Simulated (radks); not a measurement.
Results of a calculation; reference values are marked as such.
Initial-state core-level shifts of the manganese ion Mn+ when its valence configuration changes from [Ar] 3d5 4s1. Code: a radial shooting solver on a logarithmic mesh with Libxc functionals. Model: scalar-relativistic Kohn-Sham, PBE, spin-polarised, spherical densities, point nucleus; open shells are filled with parallel spins first. Shifts are changes of the shell-averaged eigenvalues in eV (positive: less bound).

valence	1s	2s	3s	3p
3d5 4p1	-1.384	-1.303	-1.388	-1.387
3d6	+4.583	+5.245	+4.634	+4.474
3d4 4s1 4p1	-8.163	-9.065	-7.907	-7.667
3d4 4s2	-7.030	-7.907	-6.806	-6.584
3d3 4s2 4p1	-16.469	-18.505	-15.539	-15.034
3d4.5 4s1 4p0.5	-3.943	-4.359	-3.862	-3.749
3d4 4s1.5 4p0.5	-7.651	-8.536	-7.404	-7.175
3d4.5 4s1.5	-3.365	-3.767	-3.298	-3.196
3d5 4s0.5 4p0.5	-0.700	-0.660	-0.701	-0.701
